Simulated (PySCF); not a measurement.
CH₈ClNSi₃, SMILES N[Si@@]1(Cl)C[SiH2][SiH2]1.

The structure is a stationary point at PBE-D3(BJ)/def2-SVP. The structure was generated by enumeration; whether it is a known compound was not checked. The values are those of a single conformer.

The numbers are results of PBE-D3(BJ)/def2-SVP (PySCF), not measurements.

Frequencies are harmonic and unscaled.

```csv
mode,ν (cm⁻¹),IR (km/mol),moving atoms (share of kinetic energy)
1,64,0.4,"Si 39 %, H 20 %, Cl 17 %, N 16 %, C 9 %"
2,103,0.9,"Si 36 %, H 24 %, Cl 21 %, N 18 %"
3,159,2.3,"H 31 %, Si 23 %, N 19 %, C 17 %, Cl 11 %"
4,182,5.5,"Si 26 %, Cl 24 %, N 22 %, H 20 %, C 8 %"
5,210,1.0,"H 40 %, Si 29 %, N 15 %, C 11 %"
6,275,13.5,"Si 38 %, H 32 %, Cl 19 %"
7,294,13.5,"H 84 %, N 9 %"
8,331,2.8,"H 59 %, Si 22 %, Cl 15 %"
9,383,4.3,"Si 65 %, H 30 %"
10,424,2.4,"H 62 %, Si 28 %"
11,425,0.8,"Si 63 %, H 27 %"
12,450,101.9,"H 67 %, N 24 %"
13,522,1.1,H 87 %
14,530,165.0,"Si 48 %, H 29 %, Cl 13 %"
15,588,13.9,"H 70 %, Si 25 %"
16,612,19.6,"H 68 %, Si 21 %, C 9 %"
17,645,93.1,"H 42 %, C 30 %, Si 27 %"
18,650,0.5,"H 49 %, C 39 %, Si 12 %"
19,696,6.7,"H 67 %, C 24 %"
20,735,70.9,"H 68 %, C 17 %, Si 11 %"
21,831,149.5,"H 66 %, Si 14 %, N 13 %"
22,840,68.2,"N 38 %, Si 33 %, H 26 %"
23,875,36.9,H 92 %
24,891,97.2,H 94 %
25,920,9.7,"H 83 %, Si 9 %"
26,955,53.3,"H 71 %, C 27 %"
27,1316,9.7,"H 91 %, C 9 %"
28,1490,34.7,"H 90 %, N 10 %"
29,2143,106.6,H 98 %
30,2148,87.3,H 98 %
31,2163,15.4,H 96 %
32,2171,133.0,H 96 %
33,3001,0.5,H 95 %
34,3073,0.5,"H 90 %, C 10 %"
35,3466,23.6,H 96 %
36,3565,25.4,"H 91 %, N 9 %"
```
